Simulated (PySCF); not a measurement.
Isomers of CH13NOSi5, mass 194.984 u with the commonest isotopes. Method: PBE0/pcSseg-1 in PySCF (dipole) on a GFN2-xTB geometry, gas phase. One conformer each, none proved a minimum here; rigid rotors.

Question: Order these by rotational constant B, smallest first.
A. `[CH3:1][Si@@H:2]1[SiH2:3][N:4]([SiH3:5])[Si@H:6]1[O:7][SiH3:8]` with N4–Si6–O7–Si8 7°
B. `[SiH3:1][N:2]([SiH3:3])[Si@@H:4]1[O:5][SiH2:6][CH2:7][SiH2:8]1` with Si1–N2–Si4–O5 -170°, N2–Si4–O5–Si6 -124°, Si4–O5–Si6–C7 -3°, O5–Si6–C7–Si8 10°, Si6–C7–Si8–Si4 -11°
C. `[SiH3:1][O:2][Si@H:3]1[SiH2:4][CH2:5][SiH2:6][N:7]1[SiH3:8]` with Si1–O2–Si3–Si4 -92°, O2–Si3–Si4–C5 118°, Si3–Si4–C5–Si6 7°, Si4–C5–Si6–N7 -13°, C5–Si6–N7–Si8 -165°

Answer: B (615.9 MHz), A (674.7 MHz), C (735.0 MHz).

Question: Order these by out-of-plane moment Σ m c² = (Ia + Ib − Ic)/2, smallest first.
A. `[SiH3:1][O:2][Si@H:3]1[SiH2:4][CH2:5][SiH2:6][N:7]1[SiH3:8]` with Si1–O2–Si3–Si4 -92°, O2–Si3–Si4–C5 118°, Si3–Si4–C5–Si6 7°, Si4–C5–Si6–N7 -13°, C5–Si6–N7–Si8 -165°
B. `[CH3:1][Si@@H:2]1[SiH2:3][N:4]([SiH3:5])[Si@H:6]1[O:7][SiH3:8]` with N4–Si6–O7–Si8 7°
C. `[SiH3:1][N:2]([SiH3:3])[Si@@H:4]1[O:5][SiH2:6][CH2:7][SiH2:8]1` with Si1–N2–Si4–O5 -170°, N2–Si4–O5–Si6 -124°, Si4–O5–Si6–C7 -3°, O5–Si6–C7–Si8 10°, Si6–C7–Si8–Si4 -11°

Answer: C (68.63 u·Å²), A (80.19 u·Å²), B (97.65 u·Å²).

```json
{"SMILES": "C[Si@@H]1[SiH2]N([SiH3])[Si@H]1O[SiH3]", "point group": "C1", "Ia (u·Å²)": "483.38", "Ib (u·Å²)": "749.02", "Ic (u·Å²)": "1037.09", "κ": "-0.33", "μa (D)": "1.08", "μb (D)": "0.35", "μc (D)": "0.05"}
{"SMILES": "[SiH3]O[Si@H]1[SiH2]C[SiH2]N1[SiH3]", "point group": "C1", "Ia (u·Å²)": "489.43", "Ib (u·Å²)": "687.60", "Ic (u·Å²)": "1016.65", "κ": "-0.11", "μa (D)": "0.36", "μb (D)": "0.18", "μc (D)": "0.72"}
{"SMILES": "[SiH3]N([SiH3])[Si@@H]1O[SiH2]C[SiH2]1", "point group": "C1", "Ia (u·Å²)": "366.79", "Ib (u·Å²)": "820.59", "Ic (u·Å²)": "1050.12", "κ": "-0.70", "μa (D)": "0.70", "μb (D)": "0.76", "μc (D)": "0.63"}
```
